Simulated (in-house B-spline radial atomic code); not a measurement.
Configurations of Ge³⁺, with energies counted from [Ar] 3d10 4s1. Computed with a B-spline radial code for spherical atoms: scalar-relativistic (X2C) r2SCAN0, spin-polarised, spherical fractional occupations, exact exchange averaged over the configuration, Fermi nucleus of rms radius 4.0742 fm. Shells without spins written out take the highest spin.

Occupations are held fixed; configurations that lie above the ionisation limit could autoionise.

```
            configuration  E - E(ref) (eV)  highest orbital  its <r> (bohr)
            [Ar] 3d10 4d1           24.102            4d up           3.025
         [Ar] 3d9 4s1 4p1           35.643            4p up           2.018
         [Ar] 3d9 4s1 5p1           56.502            5p up           4.291
         [Ar] 3d9 4s1 5d1           61.794            5d up           5.522
[Ne] 3s2 3p5 3d10 4s1 5s1           144.47            5s up           3.769
[Ne] 3s2 3p5 3d10 4s1 5p1           148.11            5p up           4.286
```

**Question.** Order these further configurations by energy, lowest first.
A. [Ar] 3d10 5s1
B. [Ar] 3d10 5d1
C. [Ar] 3d9 4s2
D. [Ne] 3s2 3p5 3d10 4s2
E. [Ar] 3d10 5p1

**Answer.** A (24.661 eV), C (26.898 eV), E (28.209 eV), B (33.36 eV), D (118.32 eV).

**Question.** How far above the reference does [Ar] 3d9 4s1 5s1 lie?

**Answer.** 52.865 eV; its least bound orbital is 5s up with <r> = 3.774 bohr.
